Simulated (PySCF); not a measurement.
**Basis-set dependence of excited states**

Compound: C2H5BBrP.
InChI=1S/C2H5BBrP/c1-2-3(4)5/h1,3H,5H3/t3-/m1/s1

TDDFT with PBE0 (PySCF), vertical singlets, core orbitals frozen in the response, spherical d and f functions. Isolated species at its PBE0-D3(BJ)/def2-SVP geometry, gas phase. Relativistic effects, spin–orbit coupling among them, are left out although an element past zinc is present.

Compare 6-31G*, def2-SVP, def2-SVPD, aug-cc-pVDZ and def2-TZVP for this molecule.

| basis | functions | diffuse | S1 (eV) | S2 (eV) | S3 (eV) | S4 (eV) | S5 (eV) | LUMO (eV) | α (au) |
| --- | --- | --- | --- | --- | --- | --- | --- | --- | --- |
| 6-31G* | 102 | no | 5.57 | 5.87 | 6.08 | 6.17 | 6.21 | -0.09 | 71.5 |
| def2-SVP | 117 | no | 5.60 | 5.86 | 6.09 | 6.18 | 6.21 | -0.16 | 72.4 |
| def2-SVPD | 165 | yes | 5.52 | 5.79 | 6.00 | 6.05 | 6.08 | -0.43 | 89.5 |
| aug-cc-pVDZ | 177 | yes | 5.48 | 5.73 | 5.80 | 5.93 | 5.97 | -0.71 | 90.3 |
| def2-TZVP | 208 | no | 5.50 | 5.77 | 5.98 | 6.01 | 6.09 | -0.42 | 84.3 |

States are compared by their number. Against the largest diffuse basis here (aug-cc-pVDZ, itself not a converged limit), sets without diffuse functions differ by up to 0.11 eV in S1 and 0.24 eV in S5; the smaller diffuse sets differ by up to 0.04 and 0.11 eV. State by state, the largest deviation of a set without diffuse functions is S1 0.11, S2 0.14, S3 0.29, S4 0.24, S5 0.24 eV. The same number needn't mean the same state in each row. Against aug-cc-pVDZ the polarisability deviates by -21% in 6-31G*, -20% in def2-SVP, -1% in def2-SVPD, -7% in def2-TZVP.
